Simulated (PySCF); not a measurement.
I²⁺: ionisation energy

I²⁺ [Kr] 4d10 5s2 5p3 [5p1/2^2 5p3/2^1, M_J = 3/2] → I³⁺ [Kr] 4d10 5s2 5p2 [5p1/2^2, M_J = 0], as a difference of total energies. All numbers are calculated (PySCF 2.14, the two-component X2C-1e Hamiltonian, in x2c-QZVPPall-2c (13s13p9d4f1g, 134 functions)). Correlated levels: [Ar] 3d10 frozen; the 32 highest virtual spinors dropped. "Screened" scales the spin-orbit matrix elements by Boettger's factors to mimic the two-electron term; Breit and QED terms are absent.

| method | ionisation energy (eV) | error (eV) |
| --- | --- | --- |
| GHF (spin-free) | 29.931 | +0.361 |
| GMP2 (spin-free) | 30.566 | +0.996 |
| GHF (screened spin-orbit) | 29.599 | +0.029 |
| GMP2 (screened spin-orbit) | 29.893 | +0.323 |

Reference: 29.57 ± 0.025 eV (measured; NIST Atomic Spectra Database, ionization energies).

The spin-free rows relax to the high-spin LS determinant and lack the spin-orbit shift.

The labels give the starting determinants; with spin-orbit coupling the two ends relaxed to ⟨J²⟩ = 3.76, ⟨L²⟩ = 0.15, ⟨S²⟩ = 3.60 and ⟨J²⟩ = 0.00, ⟨L²⟩ = 1.35, ⟨S²⟩ = 1.35.
